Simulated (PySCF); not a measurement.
Work out the structure from these simulated measurements.

Formula: C2H7PSi2.

- Valence photoelectron: vertical ionisation energy: 9.19 eV [ΔSCF PBE0/def2-SVPD]
- Polarisability: 106.9 au [PBE0/def2-SVPD]
- 13C NMR: chemical shifts (computed TMS as zero) by class: 109.3 (1 C), 83.1 (1 C) ppm [GIAO PBE0/pcSseg-1]
- 1H NMR: chemical shifts (computed TMS as zero) by class: 4.58 (2 H), 4.19 (3 H), 2.63 (1 H), 1.14 (1 H) ppm [GIAO PBE0/pcSseg-1]
- Rotational structure: rotational constants A, B, C: 3.000, 1.636, 1.164 GHz [PBE0-D3(BJ)/def2-SVP]
- Dipole: 1.18 D [PBE0/def2-SVPD]

Electronic properties: PySCF, gas phase, density fitting. Levels stand in brackets. Isolated species at its PBE0-D3(BJ)/def2-SVP geometry (one conformer only). NMR values are class means; diastereotopic atoms form classes of their own.

Q: Give a SMILES that accounts for the data.

A: Numbering: `[CH:1]#[C:2][SiH2:3][PH:4][SiH3:5]`. 2 carbons fall into 2 classes; from least to most shielded: terminal alkyne carbon [C1] (109.3 ppm), alkyne carbon [C2] (83.1 ppm). Hydrogen classes from least to most shielded: 2 H on an SiH2 silicon, Si3 (4.58 ppm), 3 H on an SiH3 silicon, Si5 (4.19 ppm), 1 H on a terminal alkyne carbon, C1 (2.63 ppm), 1 H on a three-coordinate phosphorus, P4 (1.14 ppm). The first electron is taken from the HOMO, whose largest Löwdin shares are 0.59 on the three-coordinate phosphorus, 0.09 on the SiH3 silicon, 0.08 on the alkyne carbon and 0.07 on the SiH2 silicon. The optimised geometry has point group C1 and is an asymmetric top. Structure: `C#C[SiH2]P[SiH3]`. The assignments are read from this structure; whether some other isomer fits the data as well wasn't checked.

Conformer computed: `[CH:1]#[C:2][SiH2:3][PH:4][SiH3:5]`: C2–Si3–P4–Si5 -44°.
